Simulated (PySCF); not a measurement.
GeH4N2, neutral, multiplicity 1. Atoms are numbered in the order given.

```xyz
7

Ge     0.0000     0.0000     0.4633
N      0.0000    -1.3694    -0.7455
H      0.0000    -2.3300    -0.4448
H      0.0000    -1.2811    -1.7498
N      0.0000     1.3694    -0.7455
H      0.0000     1.2811    -1.7498
H      0.0000     2.3300    -0.4448
```
Charge 0, spin multiplicity 1.

Geometry optimised at ωB97X-D3(BJ)/def2-TZVP. The values are those of a single conformer.

All values below come from ωB97X-D3(BJ)/def2-TZVP run with PySCF.

Frequencies are harmonic and unscaled.

**Question.** List the normal modes with their intensities. (The exact figures need the calculation; the answer reports its results.)

**Answer.** 
```json
[
 {"mode": "1", "ν (cm⁻¹)": "260", "IR (km/mol)": "1.6", "moving atoms (share of kinetic energy)": "N 53 %, H 34 %, Ge 13 %"},
 {"mode": "2", "ν (cm⁻¹)": "267", "IR (km/mol)": "0.0", "moving atoms (share of kinetic energy)": "H 81 %, N 19 %"},
 {"mode": "3", "ν (cm⁻¹)": "337", "IR (km/mol)": "422.3", "moving atoms (share of kinetic energy)": "H 79 %, N 21 %"},
 {"mode": "4", "ν (cm⁻¹)": "358", "IR (km/mol)": "0.0", "moving atoms (share of kinetic energy)": "H 97 %"},
 {"mode": "5", "ν (cm⁻¹)": "500", "IR (km/mol)": "1.6", "moving atoms (share of kinetic energy)": "H 98 %"},
 {"mode": "6", "ν (cm⁻¹)": "671", "IR (km/mol)": "31.0", "moving atoms (share of kinetic energy)": "H 63 %, N 33 %"},
 {"mode": "7", "ν (cm⁻¹)": "694", "IR (km/mol)": "101.4", "moving atoms (share of kinetic energy)": "N 47 %, H 37 %, Ge 16 %"},
 {"mode": "8", "ν (cm⁻¹)": "705", "IR (km/mol)": "43.5", "moving atoms (share of kinetic energy)": "N 72 %, H 15 %, Ge 13 %"},
 {"mode": "9", "ν (cm⁻¹)": "814", "IR (km/mol)": "67.7", "moving atoms (share of kinetic energy)": "H 71 %, N 24 %"},
 {"mode": "10", "ν (cm⁻¹)": "1568", "IR (km/mol)": "52.3", "moving atoms (share of kinetic energy)": "H 89 %, N 11 %"},
 {"mode": "11", "ν (cm⁻¹)": "1592", "IR (km/mol)": "31.3", "moving atoms (share of kinetic energy)": "H 90 %, N 10 %"},
 {"mode": "12", "ν (cm⁻¹)": "3601", "IR (km/mol)": "3.0", "moving atoms (share of kinetic energy)": "H 96 %"},
 {"mode": "13", "ν (cm⁻¹)": "3604", "IR (km/mol)": "14.1", "moving atoms (share of kinetic energy)": "H 96 %"},
 {"mode": "14", "ν (cm⁻¹)": "3712", "IR (km/mol)": "11.6", "moving atoms (share of kinetic energy)": "H 91 %, N 9 %"},
 {"mode": "15", "ν (cm⁻¹)": "3713", "IR (km/mol)": "30.3", "moving atoms (share of kinetic energy)": "H 91 %, N 9 %"}
]
```
